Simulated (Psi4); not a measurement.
Interaction energy of H2 ··· CH3Cl (SMILES [H][H] and CCl). Monomers: optimised at B3LYP-D3(BJ) (def2-TZVP), held rigid. Orientation: a random orientation, not optimised. R is the distance of the centres of mass, along which the second monomer moves.

Geometry at R = 3.44 Å (first 2 atoms: monomer A):
```
7

H      0.3719     0.0000     0.0000
H     -0.3719     0.0000     0.0000
C     -3.4627     1.3373     1.4504
Cl    -2.3958     2.2639     0.3444
H     -4.1741     0.7781     0.8502
H     -2.8450     0.6634     2.0362
H     -3.9787     2.0408     2.0966
```

- SAPT0/jun-cc-pVDZ, frozen core (Psi4)
- MP2/aug-cc-pVTZ = Psi4 with DF-MP2/aug-cc-pVTZ, frozen core, counterpoise-corrected
- revPBE/def2-TZVP, counterpoise-corrected (Psi4)
- PBE/def2-TZVP, counterpoise-corrected (Psi4)
- CCSD(T)/aug-cc-pVDZ = DF-CCSD(T)/aug-cc-pVDZ, frozen core, counterpoise-corrected (Psi4)

Cost and agreement with CCSD(T)/aug-cc-pVDZ over the 12 points of the scan, with CCSD(T)/aug-cc-pVDZ as yardstick. Costs are rough ratios of core time within Psi4 on shared cores, each with its mean field (Kohn-Sham runs search longer for lower solutions than correlated ones do); the miss is the largest difference from CCSD(T) of the interaction energy, in kJ/mol.

Task: Which is the cheapest of these levels that stays within 2.5 kJ/mol of CCSD(T)/aug-cc-pVDZ?

Result: SAPT0/jun-cc-pVDZ.

```
level              relative cost  largest difference
-----------------  -------------  ------------------
SAPT0/jun-cc-pVDZ              1                1.26
MP2/aug-cc-pVTZ                4                2.45
revPBE/def2-TZVP               5                3.10
PBE/def2-TZVP                  5                2.51
```

Costs within a factor of two of each other count as equal.
